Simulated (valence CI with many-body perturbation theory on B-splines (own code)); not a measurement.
## E1 line list for Pr53+

Method: configuration interaction combined with many-body perturbation theory (CI+MBPT): four valence electrons over a frozen Dirac-Fock core [He], a basis of 11 s, 11 p, 10 d, 8 f, 5 g, 2 h functions for each j, with the one-electron correlation potential Σ1, the two-electron term Σ2, the three-electron term Σ3, Breit, model QED; selected CI, second order for the rest, scaled by the run's own slope (own B-spline code, finite nucleus).

The last digits are not significant, and no measured levels were compared; by estimate large intervals hold to a few tenths of a per cent, small ones and those within an open d or f shell to about a per cent. Among the levels kept, up to 850 cm⁻¹ of a level comes from second order outside the variational space, and about a tenth of that is noise between levels of different J, which matters for small intervals.

Lines 101 to 150 of 549 in falling wavelength, among levels below 64053 × 10³ cm⁻¹, chosen from the strongest by gf and those to the six lowest levels. Wavelengths and rates use the calculated energies. Electric multipoles are in the length gauge, E1 and E2 with the static RPA response of the core. Weak lines are less certain than strong ones. Lines between different terms over intervals too small for the method are left out, as are lines whose strength nearly cancels. The highest levels of a list are the least certain.

Levels are named by their leading jj configuration (3d3/2^4 stands for four electrons in 3d with j = 3/2), which in mixed levels can hold well under half, so a name can repeat and another be missing. Letters in brackets count levels of one name in rising energy.

```
λ vac (Å)                           Upper                           Lower   A (s⁻¹)  S (a.u.)
    57.13  (2s 2p1/2 2p3/2 3p3/2) J=2 [d]          (2s^2 2p3/2 3p3/2) J=2  5.47e+10  2.52e-02
    57.07  (2s 2p1/2 2p3/2 3d3/2) J=1 [a]  (2s 2p1/2 2p3/2 3p1/2) J=1 [a]  9.42e+10  2.59e-02
    57.01          (2s 2p1/2^2 3d3/2) J=2          (2s 2p1/2^2 3p1/2) J=1  9.53e+10  4.36e-02
    56.70   (2p1/2 2p3/2^2 3p3/2) J=1 [c]          (2p1/2 2p3/2^2 3s) J=0  1.19e+11  3.21e-02
    56.67  (2s 2p1/2 2p3/2 3p3/2) J=3 [a]     (2s 2p1/2 2p3/2 3s) J=2 [a]  1.64e+11  1.03e-01
    56.66      (2s 2p3/2^2 3d3/2) J=2 [c]      (2s 2p3/2^2 3p1/2) J=1 [b]  8.58e+10  3.85e-02
    56.59  (2s 2p1/2 2p3/2 3p3/2) J=2 [c]     (2s 2p1/2 2p3/2 3s) J=1 [c]  1.39e+11  6.21e-02
    56.57  (2s 2p1/2 2p3/2 3p3/2) J=3 [c]     (2s 2p1/2 2p3/2 3s) J=2 [c]  7.53e+10  4.71e-02
    56.51          (2s^2 2p3/2 3p3/2) J=3             (2s^2 2p3/2 3s) J=2  1.85e+11  1.15e-01
    56.51  (2s 2p1/2 2p3/2 3d5/2) J=4 [a]      (2s 2p1/2 2p3/2 3p1/2) J=3  4.49e+10  3.59e-02
    56.29      (2s 2p3/2^2 3p3/2) J=2 [b]         (2s 2p3/2^2 3s) J=1 [a]  1.39e+11  6.12e-02
    56.22       (2p1/2^2 2p3/2 3p3/2) J=3          (2p1/2^2 2p3/2 3s) J=2  5.21e+10  3.20e-02
    55.96  (2s 2p1/2 2p3/2 3p3/2) J=3 [b]     (2s 2p1/2 2p3/2 3s) J=2 [b]  6.43e+10  3.89e-02
    55.91      (2s 2p3/2^2 3p3/2) J=2 [c]         (2s 2p3/2^2 3s) J=2 [b]  5.21e+10  2.25e-02
    55.89  (2s 2p1/2 2p3/2 3d3/2) J=3 [b]      (2s 2p1/2 2p3/2 3p1/2) J=3  6.04e+10  3.64e-02
    55.87      (2s 2p1/2 2p3/2 3p3/2) J=4         (2s 2p1/2 2p3/2 3s) J=3  1.44e+11  1.12e-01
    55.57   (2p1/2 2p3/2^2 3p3/2) J=3 [a]      (2s 2p3/2^2 3p3/2) J=2 [a]  7.56e+10  4.48e-02
    55.38      (2s 2p3/2^2 3p3/2) J=2 [c]         (2s 2p3/2^2 3s) J=1 [b]  8.45e+10  3.54e-02
    55.23          (2s^2 2p3/2 3d3/2) J=1          (2s^2 2p3/2 3p1/2) J=1  9.57e+10  2.39e-02
    54.87          (2s^2 2p1/2 3p3/2) J=2             (2s^2 2p1/2 3s) J=1  1.94e+11  7.90e-02
    54.60   (2p1/2 2p3/2^2 3d3/2) J=3 [b]       (2p1/2 2p3/2^2 3p1/2) J=3  7.00e+10  3.94e-02
    53.99      (2s 2p3/2^2 3p3/2) J=2 [c]         (2s 2p3/2^2 3s) J=1 [a]  4.74e+10  1.84e-02
    53.66          (2s^2 2p1/2 3p3/2) J=1             (2s^2 2p1/2 3s) J=1  8.32e+10  1.90e-02
    53.39   (2p1/2 2p3/2^2 3p1/2) J=1 [a]      (2s 2p3/2^2 3p1/2) J=2 [a]  9.38e+10  2.11e-02
    53.34  (2s 2p1/2 2p3/2 3p3/2) J=2 [d]     (2s 2p1/2 2p3/2 3s) J=1 [b]  7.61e+10  2.85e-02
    52.96   (2p1/2 2p3/2^2 3p3/2) J=2 [b]      (2p1/2 2p3/2^2 3s) J=2 [b]  1.77e+11  6.49e-02
    52.96          (2s^2 2p1/2 3p3/2) J=1             (2s^2 2p1/2 3s) J=0  1.44e+11  3.16e-02
    52.95  (2s 2p1/2 2p3/2 3p3/2) J=2 [d]     (2s 2p1/2 2p3/2 3s) J=2 [c]  5.95e+10  2.18e-02
    52.73          (2s 2p1/2^2 3p3/2) J=2             (2s 2p1/2^2 3s) J=1  1.50e+11  5.43e-02
    52.67  (2s 2p1/2 2p3/2 3p3/2) J=1 [c]     (2s 2p1/2 2p3/2 3s) J=1 [b]  1.06e+11  2.28e-02
    52.23  (2s 2p1/2 2p3/2 3p3/2) J=2 [a]     (2s 2p1/2 2p3/2 3s) J=2 [a]  9.37e+10  3.29e-02
    51.60       (2p1/2^2 2p3/2 3p1/2) J=1  (2s 2p1/2 2p3/2 3p1/2) J=2 [b]  9.05e+10  1.84e-02
    51.55          (2s^2 2p3/2 3p3/2) J=2             (2s^2 2p3/2 3s) J=1  9.64e+10  3.26e-02
    51.40   (2p1/2 2p3/2^2 3p3/2) J=1 [b]      (2p1/2 2p3/2^2 3s) J=1 [a]  9.09e+10  1.83e-02
    51.19  (2s 2p1/2 2p3/2 3p3/2) J=3 [b]         (2s 2p1/2 2p3/2 3s) J=3  1.27e+11  5.90e-02
    51.16       (2p1/2^2 2p3/2 3p3/2) J=2          (2p1/2^2 2p3/2 3s) J=2  7.78e+10  2.57e-02
    50.95      (2p1/2 2p3/2^2 3s) J=1 [a]         (2s 2p3/2^2 3s) J=2 [a]  9.20e+10  1.80e-02
    50.59  (2s 2p1/2 2p3/2 3p3/2) J=1 [d]         (2s 2p1/2 2p3/2 3s) J=0  1.02e+11  1.96e-02
    50.16          (2s^2 2p3/2 3p3/2) J=2             (2s^2 2p3/2 3s) J=2  1.06e+11  3.29e-02
    50.05   (2p1/2 2p3/2^2 3p3/2) J=1 [b]      (2p1/2 2p3/2^2 3s) J=2 [a]  1.21e+11  2.24e-02
    49.67      (2s 2p3/2^2 3p3/2) J=1 [c]         (2s 2p3/2^2 3s) J=1 [b]  1.67e+11  3.04e-02
    48.23      (2p1/2 2p3/2^2 3s) J=2 [a]             (2s 2p3/2^2 3s) J=3  7.97e+10  2.21e-02
    47.98          (2s^2 2p3/2 3p3/2) J=0             (2s^2 2p3/2 3s) J=1  3.19e+11  1.74e-02
    47.98          (2p1/2^2 2p3/2 3s) J=1     (2s 2p1/2 2p3/2 3s) J=2 [b]  9.61e+10  1.57e-02
    47.97      (2s 2p1/2 2p3/2^2) J=1 [a]              (2s^2 2p3/2^2) J=2  1.49e+10  2.43e-03
    47.26      (2p1/2 2p3/2^2 3s) J=2 [b]         (2s 2p3/2^2 3s) J=2 [a]  1.20e+11  3.11e-02
    47.25          (2s 2p1/2^2 2p3/2) J=1          (2s^2 2p1/2 2p3/2) J=2  3.00e+10  4.69e-03
    47.16       (2p1/2^2 2p3/2 3p3/2) J=3      (2s 2p1/2 2p3/2 3p3/2) J=4  5.00e+10  1.81e-02
    47.08       (2p1/2^2 2p3/2 3p1/2) J=2      (2s 2p1/2 2p3/2 3p1/2) J=3  7.47e+10  1.92e-02
    46.96       (2p1/2^2 2p3/2 3d5/2) J=4      (2s 2p1/2 2p3/2 3d5/2) J=5  5.25e+10  2.41e-02
```
